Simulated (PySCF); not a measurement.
# Br²⁶⁺: ionisation energy

Br²⁶⁺ [He] 2s2 2p5 (2P) → Br²⁷⁺ [He] 2s2 2p4 (3P), as a difference of total energies. All numbers are calculated (PySCF 2.14, the spin-free X2C one-electron Hamiltonian (Gaussian nucleus), in an uncontracted even-tempered set (20 s from 7 bohr⁻², ratio 2.2; 12 p from 9.1 bohr⁻², ratio 2.2; 6 d from 43 bohr⁻², ratio 2.4; 5 f from 64 bohr⁻², ratio 2.4; 4 g from 96 bohr⁻², ratio 2.4)). Correlated levels: nothing frozen; virtual orbitals above 40 to 60 times the deepest correlated orbital energy dropped. The calculations carry no spin-orbit coupling.

```csv
method,ionisation energy (eV)
UHF,2879.6
LDA,2879.0
PBE,2880.2
PBE0,2880.5
r2SCAN,2882.4
TPSS,2880.1
PBEsol,2879.0
MP2 (all electrons),2881.3
SCS-MP2 (all electrons),2881.2
```

Spin-orbit coupling is strong in these open shells (close to jj coupling). The scalar numbers leave it out and a first-order estimate fails, so it can dominate the gap to the real levels.

For this ion Breit and QED terms and the two-electron picture change, all absent here, outweigh the differences among the correlated methods.

For comparison: 2869 ± 5 eV (semi-empirical (NIST evaluation); NIST Atomic Spectra Database, ionization energies).
